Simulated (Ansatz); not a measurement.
`O=[CH][InH2]` + HBr → `[Br][InH2]` + `C=O` at 400 K and 1 bar (ligand exchange at the In–C bond).

Program: Ansatz. Geometries: PBE0-D4/def2-TZVP. ΔE: electronic, gas phase. CBS: MP2 limit from def2 TZ/QZ plus the TZ coupled-cluster correction, frozen cores. This one scheme is used for every species. def2 core potentials past Kr. For Br, In outer-core shells are correlated without core-valence functions, which leaves a few kJ/mol of doubt a bond. Scalar relativity is left out up to krypton.

```csv
species,CCSD(T)/CBS energy (Eh),H − E (kJ/mol),S (J/(mol·K))
`O=[CH][InH2]`,-304.76964,99.1,336.8
HBr,-2573.91920,27.6,207.2
`[Br][InH2]`,-2764.36342,51.9,304.8
`C=O`,-114.39408,83.9,229.4
```

H − E and S are ideal-gas, rigid-rotor, harmonic terms from PBE0-D4/def2-TZVP. 1 Eh = 2625.50 kJ/mol, R = 8.31446 J/(mol·K).

Task: By hand: ΔE, ΔH, ΔS and ΔG.

Result: ΔE = (-2764.36342) + (-114.39408) − (-304.76964) − (-2573.91920) = -0.06866 Eh = -180.3 kJ/mol. Δ(H − E) = 51.9 + 83.9 − 99.1 − 27.6 = 9.1, so ΔH = -171.2 kJ/mol. ΔS = 304.8 + 229.4 − 336.8 − 207.2 = -9.8 J/(mol·K). ΔG = -171.2 − 400 × (-9.8)/1000 = -167.3 kJ/mol.

Task: By hand: the equilibrium constant, and the temperature at which ΔG would vanish if ΔH and ΔS stayed fixed.

Result: log₁₀ K = −ΔG/(RT ln 10) = 21.8. ΔG = 0 at ΔH/ΔS = 17469 K, far beyond where these terms or the molecules hold.

The number of gas molecules stays the same, so ΔS is small and ΔH decides. A doubt of 5 kJ/mol in ΔE shifts log₁₀ K by 0.7 here. These are equilibria of isolated gas molecules and say nothing of rates. Largest T1 diagnostic: 0.017 (customary marks: 0.02 for closed shells, 0.045 for open ones).
